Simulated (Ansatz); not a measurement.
Consider the ligand exchange at the Si–C bond: `O=C[SiH](O)CF` + HI → `O[SiH](I)CF` + `C=O`.

Gas-phase electronic energies from Ansatz, PBE0-D4/def2-TZVP geometries. CBS: MP2 limit from def2 TZ/QZ plus the TZ coupled-cluster correction, frozen cores. This one scheme is used for every species. Functionals use def2-TZVPP. B3LYP here is the variant with VWN-RPA as its local correlation; programs differ in this. Elements past krypton have def2 core potentials. For I outer-core shells are correlated without core-valence functions, which leaves a few kJ/mol of doubt a bond. Each species was taken in one conformer, which may not be the lowest.

| level | ΔE (kcal/mol) |
| --- | --- |
| B3LYP-D4 | -24.4 |
| PBE0 | -25.3 |

What does CCSD(T)/CBS give? (Best estimate.)

Ansatz gave: -26.0 kcal/mol. The listed levels differ from it by 1.6, 0.7 kcal/mol.

Largest T1 diagnostic among the species: 0.015.

From PBE to PBE0 (25 % exact exchange), in def2-TZVPP and without D4, ΔE moves by −1.2 kcal/mol. The D4 term adds −0.7 kcal/mol with B3LYP and −0.4 kcal/mol with PBE0; it sums over pairs of atoms, weighted by their polarisabilities, and B3LYP, whose exchange is more repulsive, gets the larger term.
